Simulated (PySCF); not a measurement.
A compound of formula C18H18OSSi has these computed shifts in ppm, with the number of atoms in brackets (GIAO KT2/pcSseg-1, gas phase, PySCF SCF with an in-house response code, fitting set def2-universal-JFIT, grid level 2, non-relativistic, on the GFN2-xTB geometry; 13C, 1H, 29Si against isolated TMS; 17O against isolated H2O; 33S against isolated CS2).

17O: 505.6 (1)
13C: 177.4 (1), 142.9 (1), 139.6 (1), 130.1 (1), 129.9 (1), 128.6 (2), 128.3 (1), 127.5 (1), 125.7 (2), 124.4 (1), 123.1 (1), 119.5 (1), 118.7 (1), -0.5 (3)
1H: 7.94 (1), 7.91 (1), 7.70 (2), 7.53 (2), 7.36 (1), 7.33 (1), 7.12 (1), 0.33 (9)
29Si: -5.2 (1)
33S: 103.8 (1)

Problem. Which structure gave them?

Solution. C[Si](C)(C)c1ccc(/C=C2\Sc3ccccc3C2=O)cc1. Other isomers were not compared.
